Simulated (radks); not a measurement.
Species: Zr33+. Configuration: [He] 2s2 2p3. Calculated with a radial shooting solver on a logarithmic mesh with Libxc functionals: scalar-relativistic Kohn-Sham, PBE, spin-unpolarised, spherical densities, point nucleus.

Unscreened Slater integrals over Kohn-Sham orbitals (cm^-1). Empty in this configuration: 3s.

F0(2p,2p): 1492700
F2(2p,2p): 713720
F0(2p,2s): 1359900
G1(2p,2s): 765600
F0(2p,1s): 2019700
G1(2p,1s): 387590
F0(2p,3s): 704320
G1(2p,3s): 75260
F0(2s,2s): 1276800
F0(2s,1s): 1791700
G0(2s,1s): 179040
F0(2s,3s): 687200
G0(2s,3s): 59760
F0(1s,1s): 5591500
F0(1s,3s): 808690
G0(1s,3s): 43416
F0(3s,3s): 538890

Derived for the open shells (J is the average intra-shell exchange parameter used in DFT+U). 2p: J = F2/5 = 142700 cm^-1.
